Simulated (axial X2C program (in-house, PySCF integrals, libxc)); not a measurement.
**CI⁻: cheaper levels and CCSD(T), with spin–orbit coupling**

All values were computed with an axial X2C code built on PySCF integrals. Two-component (2c) means X2C with spin–orbit coupling and atomic mean-field two-electron Coulomb and Gaunt terms. Basis: I dyall-acv3z [12s13p9d5f1g], C dyall-av3z [8s7p3d2f] (cores contracted in-house); Gaussian nuclei, density fitting, unrestricted open shells. Masses: I 126.904 u, C 12.000 u.

State: Ω = 1 (⟨Sz⟩ = 1.00, ⟨Lz⟩ = 0.00 at HF); fragments I- + C.

| level | Re (Å) | ωe (cm⁻¹) | De (eV) |
| --- | --- | --- | --- |
| PBE0 | 2.227 | 400.5 | 1.71 |
| HF | 2.487 | 211.3 | 0.452 |
| MP2 | 2.222 | 414.4 | 1.38 |
| CCSD | 2.263 | 374.7 | 1.27 |
| PBEsol | 2.201 | 423.5 | 2.19 |

Correlated methods: 12 electrons correlated (number of frozen shells: I 4 s, 3 p, 2 d; C 1 s), 280 virtual spin orbitals or spinors in MP2, 90 natural virtuals in coupled cluster.

CCSD(T), same Hamiltonian and basis:

Re = 2.258 Å, ωe = 384.5 cm⁻¹, De = 1.39 eV; T1 = 0.020 (Lee–Taylor normalisation).

**Question.** Give the differences from CCSD(T) in the columns below.

**Answer.** 

```json
{"level": "PBE0", "ΔRe (Å)": "-0.031", "Δωe (cm⁻¹)": "16", "ΔDe (eV)": "0.32"}
{"level": "HF", "ΔRe (Å)": "0.229", "Δωe (cm⁻¹)": "-173", "ΔDe (eV)": "-0.94"}
{"level": "MP2", "ΔRe (Å)": "-0.036", "Δωe (cm⁻¹)": "30", "ΔDe (eV)": "-0.01"}
{"level": "CCSD", "ΔRe (Å)": "0.005", "Δωe (cm⁻¹)": "-10", "ΔDe (eV)": "-0.12"}
{"level": "PBEsol", "ΔRe (Å)": "-0.057", "Δωe (cm⁻¹)": "39", "ΔDe (eV)": "0.80"}
```

Occupations by symmetry block were frozen at the best pattern of an incomplete PBE0 search. De is counted from the lowest determinant-based energies of the atoms at the same level, without counterpoise correction. Density functionals use the spin component along the axis (collinear). CCSD and (T) use frozen natural virtuals with an MP2 correction for the truncation; (T) itself is uncorrected, so its De runs slightly low. The 2c atoms are single determinants rather than J levels; their spin–orbit lowering is only partly caught, and De is too large by that part. This holds for PBE0, MP2, CCSD, PBEsol, CCSD(T). The functionals have no current-density term, which raises determinants with orbital currents, atoms included. With several unpaired electrons one determinant need not be a pure state. Open-shell Ω = 0 determinants with evenly filled partner blocks cannot be reached by this program, so the Ω shown need not be the lowest component. This is the Ω = 1 component of a π² triplet; the 0⁺ component is not one determinant and can lie lowest. The highest occupied level of some functionals is positive through self-interaction error; at Hartree–Fock it is bound. Hartree–Fock gets electron affinities wrong, so its lowest charge split need not be the true one.
